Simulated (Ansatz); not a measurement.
Isolated molecules relaxed with PBE0-D4/def2-TZVP in Ansatz; ΔE leaves out vibrations. CCSD(T)/CBS is the MP2 limit (def2-TZVPP, def2-QZVPP) plus CCSD(T) − MP2 in def2-TZVPP, frozen cores. This one scheme is used for every species. Functionals use def2-TZVPP. One conformer a species, not always the lowest.

Consider the redistribution: `NB(S)[SiH2][SiH3]` + `N[SiH](F)S` → `N[SiH](F)[SiH2][SiH3]` + `NB(S)S`.

| level | ΔE (kJ/mol) | difference from CCSD(T)/CBS |
| --- | --- | --- |
| PBE-D4 | 4.2 | -4.7 |
| r2SCAN-D4 | 7.3 | -1.6 |
| PBE0-D4 | 5.1 | -3.8 |
| ωB97M-V | 10.3 | 1.4 |
| B2PLYP | 8.0 | -0.9 |
| r2SCAN | 7.2 | -1.7 |
| MP2/def2-TZVPP | 9.8 | 0.9 |
| SCS-MP2/def2-TZVPP | 9.2 | 0.3 |
| CCSD/def2-TZVPP | 8.2 | -0.7 |
| CCSD(T)/def2-TZVPP | 8.4 | -0.5 |
| HF/def2-QZVPP | 7.5 | -1.4 |
| MP2/def2-QZVPP | 10.1 | 1.2 |
| SCS-MP2/def2-QZVPP | 9.6 | 0.7 |
| HF/CBS(def2) | 7.5 | -1.4 |
| MP2/CBS(def2) | 10.3 | 1.4 |
| CCSD/CBS(def2) | 8.7 | -0.2 |
| CCSD(T)/CBS | 8.9 | 0 |

Largest T1 diagnostic among the species: 0.014.
